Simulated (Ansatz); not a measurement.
Basis-set extrapolation for `N[SiH2][Si](N)(Cl)Cl` (PBE0-D4/def2-TZVP geometry, frozen core, Ansatz). Multiplicity 1, RHF reference.

|  | def2-TZVPP | def2-QZVPP |
| --- | --- | --- |
| HF | -1609.534480 | -1609.583702 |
| MP2 correlation | -1.044385 | -1.134964 |
| CCSD(T) correlation | -1.156364 | not run |

Energies in hartree. Use E(X) = E(∞) + A·exp(−7.88·√X) for Hartree–Fock and E(X) = E(∞) + B·X^(−2.97) for correlation, with X = 3 and 4, and add CCSD(T) minus MP2 of the smaller set to the MP2 limit.

What is the CCSD(T) energy at the basis-set limit?

HF limit: -1609.583702 + (-0.049222) × 0.13774 = -1609.59048. MP2 limit: -1.134964 + (-0.090579) × 0.74074 = -1.20206. Higher-order term: -1.156364 − (-1.044385) = -0.11198. Total: -1610.90452 hartree, 561.0 kJ/mol below CCSD(T)/def2-TZVPP.
